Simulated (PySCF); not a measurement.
Rapidly exchanging positions averaged, no relativistic terms, gas phase, a single conformation. GIAO PBE0/pcSseg-1 shieldings; GFN2-xTB structure; PySCF 2.14.0 with density-fitted response routines.

Referencing at the same level of theory: 1H and 13C vs TMS. Shifts are as computed. Against solution values, carbons near 30 ppm lie about +3 ppm off and those near 130 ppm about +5 ppm; carbons on Cl a further +6 ppm. Of 1211 compounds with measured shifts, 218 miss one by over three times the rms of a fit or turn the order of signals round; such compounds aren't used in these exercises. Carbons bonded to Cl come out too deshielded.

Problem. Order these molecules by the shift of their most shielded carbon, lowest δ first.
A. C=C[C@@H](Cl)[C@@](C)(F)C=O
B. C=N/C=C(/F)OC(F)(F)F
C. CC(=O)/C=C(\Cl)OCF
D. CC#C[C@@H](F)C#N

Solution. D (4.7 ppm, propargylic methyl carbon), A (23.5 ppm, methyl carbon), C (35.0 ppm, methyl carbon α to a carbonyl), B (112.2 ppm, β carbon of an enol-ether or enamine type C=C).

Problem. Order these molecules by the shift of their most deshielded carbon-bound hydrogen, lowest δ first.
A. C=N/C=C(/F)OC(F)(F)F
B. CC#C[C@@H](F)C#N
C. C=C[C@@H](Cl)[C@@](C)(F)C=O
D. CC(=O)/C=C(\Cl)OCF

Solution. B (5.72 ppm, hydrogen on an sp3 CH bonded to F, α to a nitrile), D (6.27 ppm, hydrogen on a β carbon of an enol-ether or enamine type C=C), A (7.61 ppm, hydrogen on a C=N carbon), C (10.19 ppm, hydrogen on an aldehyde carbonyl carbon).

Problem. How many 13C and 1H signals does each give (equivalence by symmetry and fast rotation, but not about amide C–N or C=N bonds)? `CC(=O)/C=C(\Cl)OCF`, `C=C[C@@H](Cl)[C@@](C)(F)C=O`, `C=N/C=C(/F)OC(F)(F)F`, `CC#C[C@@H](F)C#N`

Solution. CC(=O)/C=C(\Cl)OCF: 5 C, 3 H; C=C[C@@H](Cl)[C@@](C)(F)C=O: 6 C, 6 H; C=N/C=C(/F)OC(F)(F)F: 4 C, 3 H; CC#C[C@@H](F)C#N: 5 C, 2 H.
